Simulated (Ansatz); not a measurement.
Consider the hydrogenolysis of a C–B bond: `BC(F)[SiH2]F` + H₂ → `FC[SiH2]F` + BH₃.

Computed with Ansatz on PBE0-D4/def2-TZVP structures; ΔE is electronic, products minus reactants. CBS: MP2 limit from def2 TZ/QZ plus the TZ coupled-cluster correction, frozen cores. This one scheme is used for every species. DFT in def2-TZVPP. B3LYP here is the variant with VWN-RPA as its local correlation; programs differ in this. HSE06 is defined as in plane-wave codes. Each species was taken in one conformer, which may not be the lowest.

| level | ΔE (kJ/mol) | difference from CCSD(T)/CBS |
| --- | --- | --- |
| LDA (SPW92) | 32.3 | 27.9 |
| B97M-V | 11.0 | 6.6 |
| B3LYP-D4 | 7.2 | 2.8 |
| r2SCAN0-D4 | 10.3 | 5.9 |
| HSE06-D4 | 11.5 | 7.1 |
| ωB97X-V | 4.0 | -0.4 |
| PBE0 | 7.2 | 2.8 |
| HF/def2-QZVPP | -29.7 | -34.1 |
| HF/CBS(def2) | -29.8 | -34.2 |
| MP2/CBS(def2) | 7.5 | 3.1 |
| CCSD(T)/CBS | 4.4 | 0 |

Largest T1 diagnostic among the species: 0.013.

In def2-TZVPP, CCSD(T) changes the Hartree–Fock value by +31.3 kJ/mol (the triples alone add +6.0 kJ/mol) and MP2 by +34.4 kJ/mol. From r2SCAN to r2SCAN0 (25 % exact exchange), in def2-TZVPP and without D4, ΔE moves by −7.3 kJ/mol.
